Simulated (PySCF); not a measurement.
From computed data to an observable: dipole moment from atomic charges

CHF2NOSi, SMILES O=C=N[SiH](F)F. Atoms are numbered in the order given.

```xyz
7

Si    -0.9251    -0.3635     0.0000
F     -1.5312     0.3737     1.2947
F     -1.5312     0.3737    -1.2947
N      0.7593    -0.1735     0.0000
C      1.9484     0.0041     0.0000
O      3.1035     0.1660     0.0000
H     -1.3206    -1.7755     0.0000
```
Charge 0, spin multiplicity 1.

Coordinates come from a B3LYP-D3(BJ)/def2-SVP optimisation. The structure was generated by enumeration, and PubChem lists no compound with its InChIKey, so it may never have been made. The values are those of a single conformer.

Charges (e) from r2SCAN/def2-TZVP run with PySCF:

```json
[
 {"atom": "Si1", "IAO": "1.610", "ESP fit": "0.797"},
 {"atom": "F2", "IAO": "-0.524", "ESP fit": "-0.253"},
 {"atom": "F3", "IAO": "-0.524", "ESP fit": "-0.253"},
 {"atom": "N4", "IAO": "-0.618", "ESP fit": "-0.485"},
 {"atom": "C5", "IAO": "0.557", "ESP fit": "0.612"},
 {"atom": "O6", "IAO": "-0.335", "ESP fit": "-0.334"},
 {"atom": "H7", "IAO": "-0.165", "ESP fit": "-0.083"}
]
```

The dipole moment of the full density is 1.39 D.

Task: What dipole moment does each set of point charges give, and which comes closer to that of the density?

Result: 
μ = Σ q r, and 1 e Å = 4.8032 D.
IAO: Σ q r = (-0.090, -0.630, 0.000) e Å, |μ| = 3.06 D.
ESP fit: Σ q r = (-0.065, -0.300, 0.000) e Å, |μ| = 1.48 D.
ESP fit comes closer in size. Point charges leave out the atoms' own dipoles (lone pairs, polarised bonds); fits to the potential absorb them, partitions of the density don't.
